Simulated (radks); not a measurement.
Values are calculated unless marked as measured or tabulated.
The nuclear charge of the promethium ion Pm2+ is varied continuously with 59 electrons held in [Xe] 4f5. Level of theory: non-relativistic Kohn-Sham, r2SCAN, spin-polarised, spherical densities, point nucleus; open shells are filled with parallel spins first (spin-orbit coupling, left out, can overturn this in heavy ions); meta-GGA in the generalised Kohn-Sham scheme; relativity is left out, which matters for an element this heavy (a radial shooting solver on a logarithmic mesh with Libxc functionals). By the Hellmann-Feynman theorem dE/dZ = E(electron-nucleus)/Z, the electronic potential at the nucleus.

| Z | E (hartree) | E(electron-nucleus)/Z (hartree) | HOMO | e(HOMO) (eV) | <r> HOMO (bohr) |
|---|---|---|---|---|---|
| 60 | -9286.8249 | -366.934 | 4f | -4.282 | 1.148 |
| 60.25 | -9378.8103 | -368.948 | 4f | -7.503 | 1.078 |
| 60.5 | -9471.2978 | -370.951 | 4f | -11.125 | 1.027 |
| 60.75 | -9564.2852 | -372.947 | 4f | -15.045 | 0.9871 |
| 61 | -9657.7711 | -374.939 | 4f | -19.216 | 0.9535 |
| 61.25 | -9751.7544 | -376.927 | 4f | -23.612 | 0.9244 |
| 61.5 | -9846.2342 | -378.911 | 4f | -28.214 | 0.8986 |
| 61.75 | -9941.2098 | -380.893 | 4f | -33.009 | 0.8755 |
| 62 | -10036.6805 | -382.872 | 4f | -37.988 | 0.8545 |

The central difference of E at Z = 61 is -374.938 hartree, to compare with the third column; the second derivative is -7.96 hartree.
